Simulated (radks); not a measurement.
The numbers below are computed, except where a source is named.
Task: Isoelectronic series with 20 electrons, each ion in its NIST ground configuration. Level of theory: scalar-relativistic Kohn-Sham, PBE, spin-polarised, spherical densities, point nucleus; open shells are filled with parallel spins first (spin-orbit coupling, left out, can overturn this in heavy ions) (a radial shooting solver on a logarithmic mesh with Libxc functionals). Total energies (hartree) and mean radii <r> (bohr):

ion,configuration,E (hartree),3p,3s,2p
Ca,[Ar] 4s2,-680.32517,1.271,1.156,0.3278
Ti2+,[Ar] 3d2,-852.82846,1.083,1.007,0.2900
Cr4+,[Ar] 3d2,-1046.82250,0.9156,0.8746,0.2600
Fe6+,[Ar] 3d2,-1262.04803,0.7931,0.7714,0.2356
Ni8+,[Ar] 3d2,-1498.57327,0.7000,0.6895,0.2152
Zn10+,[Ar] 3d2,-1756.50930,0.6268,0.6232,0.1980
Ge12+,[Ar] 3d2,-2035.99213,0.5676,0.5683,0.1833
Se14+,[Ar] 3d2,-2337.17725,0.5187,0.5222,0.1706
Kr16+,[Ar] 3d2,-2660.23763,0.4775,0.4829,0.1594
Sr18+,[Ar] 3d2,-3005.36292,0.4424,0.4489,0.1496
Zr20+,[Ar] 3d2,-3372.75939,0.4121,0.4193,0.1409
Mo22+,[Ar] 3d2,-3762.65017,0.3856,0.3932,0.1331
Ru24+,[Ar] 3d2,-4175.27571,0.3623,0.3700,0.1261
Cd28+,[Ar] 3d2,-5069.78363,0.3231,0.3306,0.1140
Sn30+,[Ar] 3d2,-5552.24027,0.3064,0.3137,0.1087
Te32+,[Ar] 3d2,-6058.58219,0.2913,0.2984,0.1039
Xe34+,[Ar] 3d2,-6589.14928,0.2776,0.2843,0.09946
Ba36+,[Ar] 3d2,-7144.3049,0.2651,0.2714,0.09536
Ce38+,[Ar] 3d2,-7724.4374,0.2536,0.2595,0.09156

Estimate the row of Pd26+ ([Ar] 3d2).

Result: E (hartree) -4610.89445; 3p 0.3416; 3s 0.3493; 2p 0.1198.
